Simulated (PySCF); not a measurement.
**Vertical excitation energies**

C5H10BFSi.
InChI=1S/C5H10BFSi/c1-3-8-6(2)4-5-7/h3-5H,1,8H2,2H3/b5-4-

Level of theory: TDDFT CAM-B3LYP/def2-SVPD, vertical, gas phase, core orbitals frozen in the response in PySCF. Geometry: GFN2-xTB, one conformer, isolated molecule. Torsions of this conformer, `[CH2:1]=[CH:2][SiH2:3][B:4]([CH3:5])/[CH:6]=[CH:7]\[F:8]`: C1–C2–Si3–B4 -5°, C2–Si3–B4–C5 96°, Si3–B4–C6–C7 -135°.

```json
{"state": "S1", "λ (nm)": "290.1", "E (eV)": "4.27", "f": "0.061", "main configurations (H = HOMO, L = LUMO)": "H→L (86%)"}
{"state": "S2", "λ (nm)": "231.3", "E (eV)": "5.36", "f": "0.037", "main configurations (H = HOMO, L = LUMO)": "H-2→L (58%), H-1→L (22%), H-4→L (8%)"}
{"state": "S3", "λ (nm)": "230.7", "E (eV)": "5.37", "f": "0.022", "main configurations (H = HOMO, L = LUMO)": "H-1→L (71%), H-2→L (18%)"}
{"state": "S4", "λ (nm)": "207.6", "E (eV)": "5.97", "f": "0.042", "main configurations (H = HOMO, L = LUMO)": "H-4→L (64%), H-5→L (22%)"}
{"state": "S5", "λ (nm)": "196.0", "E (eV)": "6.33", "f": "0.065", "main configurations (H = HOMO, L = LUMO)": "H-3→L (84%), H-2→L (8%)"}
{"state": "S6", "λ (nm)": "189.4", "E (eV)": "6.55", "f": "0.0025", "main configurations (H = HOMO, L = LUMO)": "H→L+1 (48%), H-2→L+1 (20%), H-3→L+1 (19%)"}
{"state": "S7", "λ (nm)": "178.7", "E (eV)": "6.94", "f": "0.101", "main configurations (H = HOMO, L = LUMO)": "H→L+2 (70%), H→L+1 (10%)"}
{"state": "S8", "λ (nm)": "175.0", "E (eV)": "7.08", "f": "0.023", "main configurations (H = HOMO, L = LUMO)": "H-5→L (69%), H-4→L (23%)"}
```

Triplets, Tamm–Dancoff:

| state | E (eV) | λ (nm) | main configurations (H = HOMO, L = LUMO) |
| --- | --- | --- | --- |
| T1 | 3.30 | 375.2 | H→L (88%) |
| T2 | 4.17 | 297.0 | H-2→L (70%), H→L+3 (9%) |
| T3 | 4.39 | 282.5 | H-1→L+1 (73%), H-1→L+2 (10%) |

The lowest singlet comes at 290 nm (412 kJ/mol) in the ultraviolet; it is of moderate strength; its leading configuration is HOMO→LUMO (86%). The strongest level in the table is S7 at 6.94 eV (179 nm, f = 0.101). Löwdin shares by element: HOMO carbon 40% or more, boron 15%, silicon 13% (atoms not listed hold the other 32%); LUMO boron 35%, carbon 26% or more, silicon 10% (atoms not listed hold the other 29%). Weighted by f, the mean energy of these states is 5.99 eV. Orbital energies (eV): HOMO-3 -10.25, HOMO-2 -9.86, HOMO-1 -9.19, HOMO -8.78, LUMO -0.95, LUMO+1 0.90, LUMO+2 0.99. The listed states span 2.81 eV, and the widest gap between neighbours is 1.09 eV (S1 to S2). Only the lowest 8 singlets were computed, as vertical energies without vibronic structure.

Time: 78 s; peak memory 1.2 GiB. Hardware: Arm Neoverse V1, one thread (shared host).
